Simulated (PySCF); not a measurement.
Chain-length series, silicon-germanium chain methyl/methyl (end groups after the name). Gas-phase values, no solvent. One relaxed conformer stands for each flexible species; it need not be the lowest. Strings in code marks are SMILES.

The S1–T1 gap (TDA) from two functionals at the same geometries (B3LYP-D3(BJ)/def2-SVP), both in PySCF: PBE-D3(BJ)/def2-TZVP and M06-2X/def2-TZVP. Excitations are Tamm–Dancoff values on a coarser integration grid. The basis has no diffuse functions, so Rydberg states are missing or too high.

| species | PBE-D3(BJ)/def2-TZVP (eV) | M06-2X/def2-TZVP (eV) |
|---|---|---|
| n = 1 (`C[SiH2][GeH2][CH3]` (C–Si–Ge–C torsion 179°)) | 0.62 | 0.66 |
| n = 2 (`C[SiH2][GeH2][SiH2][GeH2][CH3]`) | 0.84 | 0.88 |
| n = 3 (`C[SiH2][GeH2][SiH2][GeH2][SiH2][GeH2][CH3]`) | 0.77 | 0.78 |

Over these rows, drawn at random from the members with no instability flagged (it was tested for open shells, ions and some series alone), PBE minus M06-2X: mean -0.03 eV, from -0.05 eV to -0.01 eV.
